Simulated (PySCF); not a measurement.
# Ionising SnF

PBE0; basis Sn aug-cc-pVDZ-PP with ECP28, F aug-cc-pVDZ; scalar-relativistic core potentials; PySCF 2.14. Neutral (UKS): doublet (π ↑), Re = 1.975 Å, ωe = 566 cm⁻¹, De = 4.81 eV, HOMO -4.95 eV, LUMO -3.10 eV.

SnF⁻ (UKS): triplet (π ↑↑), Re = 2.062 Å, ωe = 450 cm⁻¹, De = 2.82 eV to Sn + F⁻. The energies at the minima are -314.07678 hartree for SnF and -314.12476 for SnF⁻.

Task: Work out the adiabatic electron affinity, without and with harmonic zero-point energies (1 hartree = 27.2114 eV, 1 eV = 8065.5 cm⁻¹), and the change of the bond length.

Result: At PBE0: 0.04798 hartree = 1.306 eV between the minima; the zero-point term (566.0 − 450.0)/2 cm⁻¹ = +0.007 eV makes it 1.313 eV. Re changes by +8.7 pm against the neutral. The electron enters a π orbital, and the longer bond of the ion fits an antibonding orbital, or a change in how ionic the bond is.

These are scalar-relativistic numbers at best; spin–orbit coupling would shift them, the dissociation energy most. For an ion De counts to the pair picked by the measured ionisation energies or electron affinities, which need not be the lowest pair at this level. The highest Kohn–Sham level is positive in this anion. Much of that is self-interaction error, but it also means that the finite basis helps to hold the extra electron. States were picked by a PBE0 search and need not be the measured ground states.
